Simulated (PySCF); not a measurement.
Compound: C4H11NOSi3.
SMILES with atom numbers: `[CH2:1]=[C:2]1[CH:3]=[CH:4][O:5][Si@@H:6]1[N:7]([SiH3:8])[SiH3:9]`

Geometry (GFN2-xTB, Å), atoms numbered from 1 in this order:
```xyz
20
C4H11NOSi3 angstrom
C     -1.9765   -1.8035   -0.2520
C     -1.6617   -0.5168   -0.1112
C     -2.4249    0.5925   -0.6571
C     -1.8973    1.7870   -0.3865
O     -0.7516    1.8532    0.3290
Si    -0.2332    0.3407    0.7815
N      1.3648    0.0846    0.1751
Si     1.9554    1.1530   -1.0812
Si     2.1788   -1.3567    0.7147
H     -2.8519   -2.1190   -0.8003
H     -1.3694   -2.5823    0.1775
H     -3.3247    0.4580   -1.2313
H     -2.2904    2.7465   -0.6861
H     -0.2667    0.3022    2.2412
H      1.0620    1.0974   -2.2430
H      3.2799    0.6489   -1.4404
H      2.0379    2.5104   -0.5440
H      1.8886   -1.4989    2.1409
H      1.6715   -2.5244   -0.0121
H      3.6044   -1.1621    0.4725
```

NICS = −σ at a ghost point: NICS(0) at the centroid of the ring atoms, NICS(1) 1 Å to either side along the normal of their mean plane, zz for the tensor component along that normal. Level: GIAO PBE0/pcSseg-1 (PySCF, non-relativistic, gas phase) on the GFN2-xTB geometry, one conformer.

Ring bond lengths (Å), with Mayer bond orders in brackets: C2–C3 1.453 (1.09), C3–C4 1.334 (1.77), C4–O5 1.352 (0.98), O5–Si6 1.662 (0.89), Si6–C2 1.890 (0.80).

**Question.** What do the NICS probes read (ppm)?

**Answer.** 
| ring | type | NICS(0) | NICS(1), two faces | NICS(1)zz, two faces | rms pucker (Å) | centre to ring atoms, mean (Å) |
| --- | --- | --- | --- | --- | --- | --- |
| C2–C3–C4–O5–Si6 | 5-membered ring with O and Si; formal bonds 1 double, 4 single | -1.0 | -1.8 / -2.2 | -0.4 / -1.9 | 0.01 | 1.30 |

**Question.** What can be read from them?

**Answer.** 
- C2–C3–C4–O5–Si6: mean NICS(1)zz -1.2 ppm, near zero. Si6 has four or more neighbours, so the value isn't read as a sign of a π ring current.

**Question.** At the second NICS(1) probe listed for ring C2–C3–C4–O5–Si6, 1 Å off the ring, how large is the induced field along the normal in 9.4 T applied along it?

**Answer.** NICSzz × B0 = -1.9 ppm × 9.4 T = -18 μT, against the applied field.

**Question.** List the ring angles and the Hirshfeld charges of the ring atoms.

**Answer.** 
- C2–C3–C4–O5–Si6: C2 103.2° (-0.105 e), C3 113.6° (-0.094 e), C4 119.1° (+0.037 e), O5 111.3° (-0.197 e), Si6 92.8° (+0.439 e); sum 540.0° against 540° for a flat convex ring.

**Question.** How shielded are the nuclei of the rings and their hydrogens (means over atoms taken as equivalent)?

**Answer.** 
```csv
atoms,environment,σ isotropic (ppm),"principal values of the symmetric part, first atom (ppm)"
C2,fully substituted alkene carbon,34.2,"-68.7, 12.8, 158.5"
C3,alkene CH carbon,65.4,"-31.5, 89.3, 138.4"
C4,vinylic carbon bearing oxygen,27.5,"-68.4, 52.5, 98.5"
O5,silyl ether oxygen,197.8,"122.1, 174.1, 297.3"
Si6,oxygen-bound silicon,360.9,"335.9, 359.3, 387.6"
H12,vinylic hydrogen,25.61,"24.8, 25.1, 26.9"
H13,vinylic hydrogen,24.89,"22.4, 25.9, 26.4"
H14,Si–H hydrogen,26.16,"22.9, 24.2, 31.3"
```

Time: 1.7 min; peak memory 0.97 GiB. Hardware: an Arm Neoverse N1 with one thread, shared host. This is the whole shielding run at PBE0/pcSseg-1, SCF included.
